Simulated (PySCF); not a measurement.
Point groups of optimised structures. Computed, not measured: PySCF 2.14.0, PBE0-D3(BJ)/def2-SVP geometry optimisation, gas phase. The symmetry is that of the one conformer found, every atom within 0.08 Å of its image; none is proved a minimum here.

(1) What symmetry has `[cH:1]1[cH:2][c:3]2[cH:4][cH:5][n:6][cH:7][cH:8][c:9]-2[cH:10]1`?

(2) `[CH3:1][CH2:2][CH2:3][CH2:4][S:5][Si:6]([CH3:7])([CH3:8])[c:9]1[cH:10][cH:11][cH:12][cH:13][cH:14]1` with C1–C2–C3–C4 -66°, C2–C3–C4–S5 -175°, C3–C4–S5–Si6 -72°, C4–S5–Si6–C7 -35°, S5–Si6–C9–C10 45° (Me2PhSiSBu): symmetry, top, dipole?

(3) Point group, rotor type and polarity of `[N:1]#[C:2]/[CH:3]=[CH:4]/[c:5]1[cH:6][cH:7][cH:8][cH:9][cH:10]1` with C3–C4–C5–C6 1° (cinnamonitrile)?

(4) `[F][Ca]` [radical]: symmetry, top, dipole?

(5) Point group, rotor type and polarity of `[F:1][Si:2][SiH3:3]` (triplet state) with H–Si3–Si2–F1 -61° (nearest H)?

## Answers

(1) C2v; asymmetric top; symmetry number 2; 4 operations, which sort the 17 atoms into 10 sets; dipole 1.51 D, along a, the twofold axis; A, B, C = 2973, 1251, 880.5 MHz; heavy atoms equivalent by symmetry: C2/C10, C3/C9, C4/C8, C5/C7.

(2) C1; near-prolate asymmetric top; symmetry number 1; this conformer is chiral (no improper operation); dipole 1.83 D; A, B, C = 1301, 242.2, 231.1 MHz.

(3) Cs; near-prolate asymmetric top; symmetry number 1; 2 operations, which sort the 17 atoms into 17 sets; dipole 5.20 D, in the ab plane, which is the mirror; heavy atoms equivalent by symmetry: none.

(4) C∞v; linear; symmetry number 1; dipole 3.20 D, along the axis.

(5) Cs; near-prolate asymmetric top; symmetry number 1; 2 operations, which sort the 6 atoms into 5 sets; dipole 1.58 D, in the ab plane, which is the mirror; heavy atoms equivalent by symmetry: none.
